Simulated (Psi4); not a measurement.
C$_{4}$H$_{10}$O$_{2}$, singlet, at a GFN2-xTB geometry; MP2/6-31G* run with Psi4.

Psi4 was given this input:
```
memory 2 GB

molecule mol {
0 1
  C     2.549505    0.543348   -0.246058
  O     1.383459   -0.099980    0.195595
  C     0.239884    0.240458   -0.559727
  C    -0.954994   -0.503424    0.048065
  C    -2.244786   -0.190044   -0.698439
  O    -1.119833   -0.131061    1.396422
  H     2.452410    1.634035   -0.176604
  H     3.355820    0.207713    0.402943
  H     2.780459    0.276816   -1.284664
  H     0.065301    1.326235   -0.512165
  H     0.373895   -0.047238   -1.612696
  H    -0.743054   -1.584209   -0.010468
  H    -2.441885    0.877970   -0.660313
  H    -2.171275   -0.507790   -1.734442
  H    -3.069879   -0.709231   -0.220256
  H    -0.248444   -0.168010    1.809479
}

set basis 6-31g*
set reference rhf
set freeze_core true
set mp2_type conv
set scf_type pk
set puream true
set d_convergence 1e-8

energy('mp2')
print_variables()
```

It wrote (shortened):

```
   => Loading Basis Set <=

    Name: 6-31G*
    Role: ORBITAL
    Keyword: BASIS

         ---------------------------------------------------------
                                   SCF
               by Justin Turney, Rob Parrish, Andy Simmonett
                          and Daniel G. A. Smith
                              RHF Reference
         ---------------------------------------------------------

  ==> Geometry <==

    Molecular point group: c1
    Full point group: C1

    Geometry (in Angstrom), charge = 0, multiplicity = 1:

       Center              X                  Y                   Z               Mass
    ------------   -----------------  -----------------  -----------------  -----------------
         C            2.553412085404     0.557725039077    -0.290022390579    12.000000000000
         O            1.387366085404    -0.085602960923     0.151630609421    15.994914619570
         C            0.243791085404     0.254835039077    -0.603691390579    12.000000000000
         C           -0.951086914596    -0.489046960923     0.004100609421    12.000000000000
         C           -2.240878914596    -0.175666960923    -0.742403390579    12.000000000000
         O           -1.115925914596    -0.116683960923     1.352457609421    15.994914619570
         H            2.456317085404     1.648412039077    -0.220568390579     1.007825032230
         H            3.359727085404     0.222090039077     0.358978609421     1.007825032230
         H            2.784366085404     0.291193039077    -1.328628390579     1.007825032230
         H            0.069208085404     1.340612039077    -0.556129390579     1.007825032230
         H            0.377802085404    -0.032860960923    -1.656660390579     1.007825032230
         H           -0.739146914596    -1.569831960923    -0.054432390579     1.007825032230
         H           -2.437977914596     0.892347039077    -0.704277390579     1.007825032230
         H           -2.167367914596    -0.493412960923    -1.778406390579     1.007825032230
         H           -3.065971914596    -0.694853960923    -0.264220390579     1.007825032230
         H           -0.244536914596    -0.153632960923     1.765514609421     1.007825032230

  Running in c1 symmetry.

  Rotational constants: A =      0.26224  B =      0.06390  C =      0.05497 [cm^-1]
  Rotational constants: A =   7861.66870  B =   1915.67813  C =   1648.06369 [MHz]
  Nuclear repulsion =  261.364953335469124

  Charge       = 0
  Multiplicity = 1
  Electrons    = 50
  Nalpha       = 25
  Nbeta        = 25

  ==> Algorithm <==

  SCF Algorithm Type is PK.
  DIIS enabled.
  MOM disabled.
  Fractional occupation disabled.
  Guess Type is SAD.
  Energy threshold   = 1.00e-08
  Density threshold  = 1.00e-08
  Integral threshold = 1.00e-12

  ==> Primary Basis <==

  Basis Set: 6-31G*
    Blend: 6-31G*
    Number of shells: 56
    Number of basis functions: 104
    Number of Cartesian functions: 110
    Spherical Harmonics?: true
    Max angular momentum: 2

  ==> Integral Setup <==

  Using in-core PK algorithm.
   Calculation information:
      Number of atoms:                  16
      Number of AO shells:              56
      Number of primitives:            130
      Number of atomic orbitals:       110
      Number of basis functions:       104

      Integral cutoff                 1.00e-12
      Number of threads:                 1

  Performing in-core PK
  Using 29817060 doubles for integral storage.
  We computed 1099199 shell quartets total.
  Whereas there are 1274406 unique shell quartets.

  ==> DiskJK: Disk-Based J/K Matrices <==

    J tasked:                  Yes
    K tasked:                  Yes
    wK tasked:                  No
    Schwarz Cutoff:          1E-12

  Minimum eigenvalue in the overlap matrix is 4.1347747377E-03.
  Reciprocal condition number of the overlap matrix is 7.8265905650E-04.
    Using symmetric orthogonalization.

  ==> Pre-Iterations <==

[...]
  @RHF Final Energy:  -306.99116812145337
    Total Energy =                       -306.9911681214533701
  DIE_IF_NOT_CONVERGED          => (empty)
[...]
  PARENT_SYMMETRY               => (empty)
  PCG_BETA_TYPE                 => (empty)
  PCG_CONVERGENCE               => (empty)
  PCG_MAXITER                   => (empty)
  PCM                           => (empty)
  PE                            => (empty)
  PRINT                         => (empty)
  PRINT_NOONS                   => (empty)
  PROPERTIES                    => (empty)
  PROPERTIES_ORIGIN             => (empty)
  PUREAM                        => TRUE            !
  QC_MODULE                     => (empty)
  RAS1                          => (empty)
  RAS2                          => (empty)
  RAS3                          => (empty)
  RAS4                          => (empty)
  RELATIVISTIC                  => (empty)
  RELAXED                       => (empty)
  REMP_A                        => (empty)
  RESTRICTED_DOCC               => (empty)
  RESTRICTED_UOCC               => (empty)
  RMS_MOGRAD_CONVERGENCE        => (empty)
  R_CONVERGENCE                 => (empty)
  SCF_TYPE                      => PK              !
  SCREENING                     => (empty)
  SCS_TYPE                      => (empty)
  SOCC                          => (empty)
  SOS_TYPE                      => (empty)
  SPIN_SCALE_TYPE               => NONE            !
  SS_SCALE                      => (empty)
  SYMMETRIZE                    => (empty)
  TPDM_ABCD_TYPE                => (empty)
  WFN                           => (empty)
  WFN_TYPE                      => OMP2            !
  WRITER_FILE_LABEL             => (empty)
  ZORA_BASIS_TOLERANCE          => (empty)
  ZORA_NR_DEBUG                 => (empty)
  ZORA_PRUNING_SCHEME           => (empty)
  ZORA_RADIAL_POINTS            => (empty)
  ZORA_SPHERICAL_POINTS         => (empty)

 ==============================================================================
 ==============================================================================
 ==============================================================================

                             MP2
                    Program Written by Ugur Bozkaya,
              Additional Contributions by J. P. Misiewicz

 ==============================================================================
 ==============================================================================
 ==============================================================================

	MO spaces per irreps...

	IRREP   FC    OCC   VIR  FV
	==============================
	   A     6    19    79    0
	==============================

	Cost of iabc is     88 MB
	Cost of abcd is    296 MB
	Switching to the incore algorithm for iabc..
	Switching to the incore algorithm for abcd..

	Computing MP2 energy using SCF MOs (Canonical MP2)...
	==============================================================================
	Nuclear Repulsion Energy (a.u.)    :   261.36495333546912
	SCF Energy (a.u.)                  :  -306.99116812145337
	REF Energy (a.u.)                  :  -306.99116812145337
	Alpha-Alpha Contribution (a.u.)    :    -0.10901938721606
	Alpha-Beta Contribution (a.u.)     :    -0.65189837497609
	Beta-Beta Contribution (a.u.)      :    -0.10901938721606
	Scaled_SS Correlation Energy (a.u.):    -0.07267959147737
	Scaled_OS Correlation Energy (a.u.):    -0.78227804997131
	SCS-MP2 Total Energy (a.u.)        :  -307.84612576290203
	SOS-MP2 Total Energy (a.u.)        :  -307.77344617142467
	SCSN-MP2 Total Energy (a.u.)       :  -307.37491636445395
	SCS-MP2-VDW Total Energy (a.u.)    :  -307.93461742863889
	SOS-PI-MP2 Total Energy (a.u.)     :  -307.90382584641992
	MP2 Correlation Energy (a.u.)      :    -0.86993714940821
	MP2 Total Energy (a.u.)            :  -307.86110527086157
	==============================================================================

  Variable Map:
  ----------------------------------------------------------------------------
[...]
  Array Variable Map:
  ----------------------------------------------------------------------------
[...]
[...]
```
